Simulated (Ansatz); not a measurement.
CH$_{3}$BSe, SMILES `B1C[Se]1` from Hartree–Fock to CCSD(T)

Cartesian coordinates in Å:
```
B 0.871 0.079 -0.179
C -0.554 -0.160 0.311
Se -0.314 0.812 -1.444
H 2.027 -0.062 0.024
H -1.034 -1.128 0.202
H -0.996 0.459 1.086
```

The species carries charge 0 and has multiplicity 1. Correlated methods include outer-core shells of Se, which these sets cover unevenly. Scalar relativity is left out up to krypton. Geometry: relaxed with PBE0-D4/def2-TZVP. Frozen core, restricted reference, the Gaussian-basis code of Ansatz.

```tsv
basis	HF (Eh)	MP2 corr.	CCSD corr.	(T)	CCSD(T) total
def2-SVP	-2463.77653	-0.45521	-0.47677	-0.01704	-2464.27034
def2-TZVPP	-2464.14491	-0.53840	-0.55726	-0.02531	-2464.72748
def2-QZVPP	-2464.19485	-0.85847	–	–	–
```
